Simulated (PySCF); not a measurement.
Geometry:
```json
{"atom": "C1", "x (Å)": "3.438", "y (Å)": "-0.281", "z (Å)": "-0.573"}
{"atom": "O2", "x (Å)": "2.250", "y (Å)": "-0.708", "z (Å)": "0.074"}
{"atom": "C3", "x (Å)": "1.195", "y (Å)": "0.097", "z (Å)": "-0.067"}
{"atom": "O4", "x (Å)": "1.214", "y (Å)": "1.125", "z (Å)": "-0.688"}
{"atom": "C5", "x (Å)": "-0.007", "y (Å)": "-0.430", "z (Å)": "0.681"}
{"atom": "C6", "x (Å)": "-1.255", "y (Å)": "-0.289", "z (Å)": "-0.156"}
{"atom": "O7", "x (Å)": "-1.405", "y (Å)": "-0.797", "z (Å)": "-1.234"}
{"atom": "O8", "x (Å)": "-2.180", "y (Å)": "0.453", "z (Å)": "0.454"}
{"atom": "C9", "x (Å)": "-3.386", "y (Å)": "0.645", "z (Å)": "-0.267"}
{"atom": "H10", "x (Å)": "3.771", "y (Å)": "0.691", "z (Å)": "-0.180"}
{"atom": "H11", "x (Å)": "3.275", "y (Å)": "-0.179", "z (Å)": "-1.656"}
{"atom": "H12", "x (Å)": "4.191", "y (Å)": "-1.052", "z (Å)": "-0.372"}
{"atom": "H13", "x (Å)": "-0.109", "y (Å)": "0.138", "z (Å)": "1.617"}
{"atom": "H14", "x (Å)": "0.142", "y (Å)": "-1.491", "z (Å)": "0.925"}
{"atom": "H15", "x (Å)": "-4.027", "y (Å)": "1.268", "z (Å)": "0.366"}
{"atom": "H16", "x (Å)": "-3.874", "y (Å)": "-0.318", "z (Å)": "-0.476"}
{"atom": "H17", "x (Å)": "-3.189", "y (Å)": "1.149", "z (Å)": "-1.225"}
```

Geometry: PBE0-D3(BJ)/def2-SVP; GIAO shifts from PySCF 2.14, gas phase, non-relativistic, averaged over equivalent atoms.

At PBE0/pcSseg-1 (193 basis functions, 26 s wall time on 1 thread of an Arm Neoverse V2, shared host):
```
                  atoms  δ (ppm)
                  C3/C6    172.6
                  C1/C9     52.7
                     C5     41.7
                  O4/O7    440.9
                  O2/O8    201.6
H10/H11/H12/H15/H16/H17     3.64
                H13/H14     3.14
```

Scale: $^{13}$C (σ = 184.41 ppm), $^{1}$H (σ = 31.27 ppm) vs TMS; $^{17}$O (σ = 334.56 ppm) against H2O (reference shieldings calculated alike).

Predict the values at B97-2/pcSseg-1 on the same geometry.

Results:


```
                  atoms  δ at B97-2/pcSseg-1  change
                  C3/C6                169.5    -3.1
                  C1/C9                 52.6    -0.1
                     C5                 41.0    -0.7
                  O4/O7                428.1   -12.8
                  O2/O8                198.1    -3.5
H10/H11/H12/H15/H16/H17                 3.63   -0.01
                H13/H14                 3.13   -0.01
```

δ = σ(ref) − σ, references computed at the same level: $^{13}$C (183.69 ppm), $^{1}$H (31.38 ppm) vs TMS; $^{17}$O (331.62 ppm) vs H2O.

The largest change is at O4/O7 (ester carbonyl oxygen). Cost: 193 basis functions, 25 s wall time on 1 thread of an Arm Neoverse V2, shared host. The order of the carbon signals is the same at both levels.

Unscaled 17O shifts of doubly bonded oxygen tend to come out too high, by tens of ppm or more. Experimental scales use liquid or dissolved standards, which lie at an offset from isolated H2O (liquid H2O: subtract about 36 ppm).
